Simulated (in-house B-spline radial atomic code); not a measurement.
## Functionals against NIST's ionisation energies along a row: Zr to Cd

Ionisation energies as differences of self-consistent total energies from a B-spline radial code for spherical atoms: all electrons, radial basis limit, scalar-relativistic (one-electron X2C), spin-polarised at highest spin, spherical densities; exact exchange is averaged over the determinants of each configuration. No spin-orbit coupling, Breit or QED terms. NIST's values run from ground level to ground level, so in open shells the differences also hold multiplet and fine-structure energies that spherical high-spin averages miss. Columns give computed minus NIST, in eV; a star marks a semi-empirical value. Species are left out where the tabulated value is theory, is uncertain by more than 0.12 eV, or (13 ions, such as In⁴⁺, Te⁴⁺ and Bi⁴⁺) lies off its series for all methods alike, which flatters the means a little.

| species | shell | NIST (eV) | PBE | RPBE | SCAN | r2SCAN0 | AM05 |
| --- | --- | --- | --- | --- | --- | --- | --- |
| Zr | 5s | 6.63 | -0.20 | -0.25 | -0.50 | -0.50 | -0.28 |
| Nb | 5s | 6.76 | +0.40 | +0.31 | +0.65 | +0.22 | +0.44 |
| Mo | 5s | 7.09 | +0.36 | +0.27 | +0.58 | +0.18 | +0.41 |
| Tc | 5s | 7.12 | -0.26 | -0.30 | -0.54 | -0.56 | -0.24 |
| Ru | 5s | 7.36 | +0.41 | +0.30 | +0.56 | +0.13 | +0.40 |
| Rh | 5s | 7.46 | +0.39 | +0.27 | +0.49 | +0.07 | +0.36 |
| Pd | 4d | 8.34 | +0.61 | +0.52 | +0.62 | +0.22 | +0.60 |
| Ag | 5s | 7.58 | +0.37 | +0.24 | +0.42 | +0.01 | +0.33 |
| Cd | 5s | 8.99 | +0.05 | -0.09 | -0.07 | -0.30 | 0.00 |

Problem. How do the methods rank, and which species is hardest?

Solution. Mean absolute (signed) differences: r2SCAN0 0.24 (-0.06) eV; RPBE 0.28 (+0.14) eV; PBE 0.34 (+0.24) eV; AM05 0.34 (+0.22) eV; SCAN 0.49 (+0.25) eV. For Tc, which loses a 5s electron, the nearest method is off by -0.24 eV, the largest such miss.
